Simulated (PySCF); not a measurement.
Vertical excitations of a molecule C4H4Cl2 from PySCF with TDDFT-PBE/def2-SVPD, as energy in eV (oscillator strength): 4.65 (0.516), 5.27 (0.000), 5.33 (0.000), 5.41 (0.000), 5.54 (0.001), 5.72 (0.000), 6.17 (0.007), 6.22 (0.000), 6.70 (0.011), 6.84 (0.000). Lowest triplet (TDA): 2.80 eV. The structure is a stationary point at B3LYP-D3(BJ)/def2-SVP. Other conformers were not sampled.

Which structure fits?
A) Cl/C=C\C=C/Cl
B) C=C=CC(Cl)Cl
C) CC=C=C(Cl)Cl
D) ClC=C=CCCl

A, Cl/C=C\C=C/Cl
